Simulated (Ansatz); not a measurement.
[BF4]- (BF₄⁻). Charge -1, multiplicity 3. Geometry PBE-D4/def2-SVPD, that of the charge -1 singlet; atoms count from 1.

```xyz
5

B     0.0000    0.0000    0.0000
F     0.4723    1.2139   -0.5778
F     0.3951   -0.0603    1.3678
F     0.5542   -1.1082   -0.7038
F    -1.4216   -0.0455   -0.0862
```

The highest occupied level of the charge -1 triplet lies above zero (up to 1.81 eV). By energy differences it is unbound by 0.85 eV (vertical, against the charge 0 doublet, at PBE0-D4/def2-TZVPD) and held by the finite basis. At PBE0-D4/def2-TZVPD a singlet of charge -1 lies 8.26 eV below the triplet at the same geometry.

Estimate the Mulliken populations from the PBE0/def2-TZVPD orbitals of Ansatz.


```
atom  charge (e)  spin (α − β)
  B1        0.40          0.18
  F2       -0.35          0.46
  F3       -0.35          0.46
  F4       -0.35          0.46
  F5       -0.35          0.46
```
Mulliken values depend strongly on the basis. With diffuse functions, as here, like atoms can get unlike values, and bond orders can come out too low or too high.

Where does the spin sit?

Summed by element: B 0.18, F 1.82, of 2 unpaired in all. Largest on single atoms: F2 0.46, F3 0.46, F4 0.46.

And the Mayer bond orders between heavy atoms (over 0.3)?

B1–F2 1.03 (1.42 Å); B1–F3 1.03 (1.42 Å); B1–F4 1.03 (1.42 Å); B1–F5 1.03 (1.42 Å).
